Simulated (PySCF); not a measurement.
## A survey of $^{29}$Si NMR shifts

[PySCF 2.14: GFN2-xTB geometry; shielding tensors at PBE0/pcSseg-1 (GIAO); fast rotation and ring inversion assumed for equivalent nuclei; non-relativistic Hamiltonian; one conformer; gas phase]

Shieldings were converted by a linear fit to measured shifts: $^{29}$Si: δ = 279.94 − 0.822σ (rms 8.9 ppm, 72 shifts, 25.8 ppm with the 6 outliers that the fit left out vs TMS, solution or neat liquid). A few per cent of atoms miss by over 2 rms, more outside the fitted compound classes.

Give the $^{29}$Si shifts of `CC(C)OC(=O)[SiH2]Cl`, `COC(=O)/P=C(\C)[SiH3]`, `CC#C[Si@](N)(P)[SiH2]NC`, `C[SiH2][C@H](C#N)CN[SiH2]P`, `N#C[SiH2]P([SiH3])[SiH3]`, `CCO/C(=C/Cl)O[SiH3]`.

Answers


| compound | environment | δ (ppm) |
| --- | --- | --- |
| CC(C)OC(=O)[SiH2]Cl | silicon bonded to C, Cl, 2 H | -37.7 |
| COC(=O)/P=C(\C)[SiH3] | silicon bonded to C, 3 H | -60.3 |
| [CH3:1][C:2]#[C:3][Si@:4]([NH2:5])([PH2:6])[SiH2:7][NH:8][CH3:9] | Si4: silicon bonded to C, N, P, Si | -41.2 |
| [CH3:1][C:2]#[C:3][Si@:4]([NH2:5])([PH2:6])[SiH2:7][NH:8][CH3:9] | Si7: silicon bonded to N, Si, 2 H | -42.3 |
| [CH3:1][SiH2:2][C@H:3]([C:4]#[N:5])[CH2:6][NH:7][SiH2:8][PH2:9] | Si2: silicon bonded to 2 C, 2 H | -31.3 |
| [CH3:1][SiH2:2][C@H:3]([C:4]#[N:5])[CH2:6][NH:7][SiH2:8][PH2:9] | Si8: silicon bonded to N, P, 2 H | -41.1 |
| [N:1]#[C:2][SiH2:3][P:4]([SiH3:5])[SiH3:6] | Si3: silicon bonded to C, P, 2 H | -66.0 |
| [N:1]#[C:2][SiH2:3][P:4]([SiH3:5])[SiH3:6] | Si5/6: silicon bonded to P, 3 H (×2) | -72.4 |
| CCO/C(=C/Cl)O[SiH3] | silicon bonded to O, 3 H | -40.6 |
